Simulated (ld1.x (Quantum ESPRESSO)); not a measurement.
## Configuration tests for Mn (TM)

Mn (Z = 25), norm-conserving Troullier–Martins (Kleinman–Bylander form), made with ld1.x (Quantum ESPRESSO) 7.5 (PBEsol, scalar-relativistic). Core [Ne], reference 3s2 3p6 3d5 4s1.5 4p0.5. Waves: 3s (bound): rc 0.85 bohr; 3p (bound): rc 1.15 bohr; 3d (bound): rc 2.05 bohr. Local part: all-electron potential smoothed inside 1.35 bohr (lloc = -1). Core correction: none.

Occupied shells without a wave of their own: 4p, 4s. They enter only through the test configuration that unscreens the potential.

Energies are relative to the spin-unpolarised reference configuration 3s2 3p6 3d5 4s1.5 4p0.5; without spin polarisation the order of configurations can differ from experiment.

```json
{"valence configuration": "3s2 3p6 3d5 4s2 4p0", "charge": "0", "ΔE all-electron (eV)": "-1.915", "error AE − PS (meV)": "-102"}
{"valence configuration": "3s2 3p6 3d5 4s1 4p0", "charge": "+1", "ΔE all-electron (eV)": "6.517", "error AE − PS (meV)": "+142"}
{"valence configuration": "3s2 3p6 3d5 4s0 4p0", "charge": "+2", "ΔE all-electron (eV)": "22.028", "error AE − PS (meV)": "+542"}
{"valence configuration": "3s2 3p6 3d5 4s0 4p1", "charge": "+1", "ΔE all-electron (eV)": "11.276", "error AE − PS (meV)": "+430"}
{"valence configuration": "3s2 3p6 3d4 4s2 4p0", "charge": "+1", "ΔE all-electron (eV)": "11.297", "error AE − PS (meV)": "-83"}
```

(1) What are ΔE and the potential's error for 3s2 3p6 3d4 4s0 4p0?

(2) What are ΔE and the potential's error for 3s2 3p5 3d5 4s2 4p0?

Results:

(1) ΔE = 54.508 eV all-electron; the error (AE − PS) is +840 meV.

(2) ΔE = 59.956 eV all-electron; the error (AE − PS) is -513 meV.

ld1.x printed “convergence not achieved” for 6 of the counted tests; their residual had stalled under 1e-8, short of the target of 1e-14. The 4p, 4s levels have no wave, so the channel is fitted at the deeper level alone: the likely source of the large errors.
